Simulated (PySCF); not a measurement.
**Question.** Write Cartesian coordinates for `[SiH3][GeH2][B](Cl)Cl` as optimised with PBE0-D3(BJ)/def2-SVP.

**Answer.** 
```
atom  x, y, z in Å
Si1    1.6611   -0.4274   -0.0322
Ge2   -0.2756    0.9703    0.0325
B3    -1.8998   -0.2974    0.0081
Cl4   -2.5715   -0.8541   -1.5077
Cl5   -2.5574   -0.9332    1.4987
H6     1.6470   -1.2341   -1.2905
H7     1.6374   -1.3584    1.1371
H8     2.9122    0.3883    0.0151
H9    -0.2674    1.8983   -1.1968
H10   -0.2422    1.8226    1.3147
```

Orientation and origin are arbitrary. Atoms count from 1 in this order. B3 (three-coordinate boron) is planar (angles 120.7°, 120.6° and 118.6°, sum 359.8°, 0.04 Å off the plane of its three neighbours). Ge2 (germanium bonded to B, Si and 2 H) is tetrahedral (angles from 106.2° to 111.6°). Si1 (SiH3 silicon) is tetrahedral (angles from 108.8° to 111.0°).

Bonds between heavy atoms (Å): Si1–Ge2 2.389, Ge2–B3 2.060, B3–Cl4 1.749, B3–Cl5 1.749.

Method used: PySCF 2.14.0, PBE0-D3(BJ)/def2-SVP geometry optimisation, gas phase.

Not checked by PBE0-D3(BJ)/def2-SVP frequencies. One conformer, not necessarily the lowest (Si1–Ge2–B3–Cl4 -87°).
